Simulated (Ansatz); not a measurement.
Al2Te4⁻. The state is a doublet with charge -1. Geometry PBE-D4/def2-SVPD; atoms count from 1.

```xyz
6

Al   -0.572   -0.274   -1.408
Al    0.573    0.280    1.406
Te   -1.857   -0.393    0.833
Te    1.494    0.710    3.663
Te    1.855    0.410   -0.836
Te   -1.494   -0.733   -3.658
```

In the def2 sets Te takes a core potential; there is no spin–orbit coupling. The structure comes from a short search, and lower isomers may exist.

Question: Estimate the Mulliken populations from the PBE0/def2-SVP orbitals of Ansatz.

Answer: 
```tsv
atom	charge (e)	spin (α − β)
Al1	0.43	-0.07
Al2	0.43	-0.07
Te3	-0.45	0.06
Te4	-0.48	0.51
Te5	-0.45	0.06
Te6	-0.48	0.51
```
Mulliken values and Mayer orders depend strongly on the basis.

Question: Where does the spin sit?

Answer: Summed by element: Al -0.14, Te 1.14, of 1 unpaired in all. Largest on single atoms: Te4 0.51, Te6 0.51, Al2 -0.07.

Question: And the Mayer bond orders between bonded heavy atoms (over 0.3)?

Answer: Al1–Te3 0.93 (2.59 Å); Al1–Te5 0.93 (2.59 Å); Al1–Te6 1.39 (2.48 Å); Al2–Te3 0.93 (2.59 Å); Al2–Te4 1.39 (2.48 Å); Al2–Te5 0.93 (2.59 Å). Values over 0.3 also appear between atoms too far apart for a bond (Te4–Te6 0.34 at 8.04 Å); they arise where an orbital or an unpaired electron spreads over both atoms.
